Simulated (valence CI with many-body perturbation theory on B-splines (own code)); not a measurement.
Results of a calculation; reference values are marked as such.
Sn36+: what the settings do

Method: configuration interaction combined with many-body perturbation theory (CI+MBPT): four valence electrons over a frozen Dirac-Fock core [Ne], radial functions for each j: 6 s, 6 p, 5 d, 3 f, 1 g, with the one-electron correlation potential Σ1, the two-electron term Σ2, the three-electron term Σ3, Breit, model QED; selected CI, second order for the rest, scaled by the run's own slope (own B-spline code, finite nucleus).

The last digits are not significant, and no measured levels were compared; by estimate large intervals hold to a few tenths of a per cent, small ones and those within an open d or f shell to about a per cent.

The reference run has the lowest level (3s^2 3p1/2^2) J=0 and an ionisation energy of 2440.77 eV. Its largest variational space holds 9991 state functions.

Levels are named by their leading jj configuration (3d3/2^4 stands for four electrons in 3d with j = 3/2), which in mixed levels can hold well under half, so a name can repeat and another be missing. Letters in brackets count levels of one name in rising energy.

Reference levels: (3s^2 3p1/2 3p3/2) J=1 403483, (3s^2 3p1/2 3p3/2) J=2 449982, (3s^2 3p3/2^2) J=2 887105, (3s^2 3p3/2^2) J=0 990048, (3s 3p1/2^2 3p3/2) J=2 1129110, (3s 3p1/2^2 3p3/2) J=1 1275430, (3s^2 3p1/2 3d3/2) J=2 1471170, (3s 3p1/2 3p3/2^2) J=2 [a] 1484570, (3s 3p1/2 3p3/2^2) J=3 1560890, (3s^2 3p1/2 3d3/2) J=1 1655740, (3s 3p1/2 3p3/2^2) J=0 1677640, (3s^2 3p1/2 3d5/2) J=2 1696540 cm⁻¹.

Problem. Rank these changes by the mean size of the shift of these levels, smallest first.
A. highest l in the core sums 6 → 2
B. natural orbitals for correlation on → off; orbitals per symmetry with explicit Σ2 and valence Breit (the others get mean screening factors) 5 → 2
C. Breit term on → off

Solution. B (460 cm⁻¹), A (1300 cm⁻¹), C (8500 cm⁻¹).
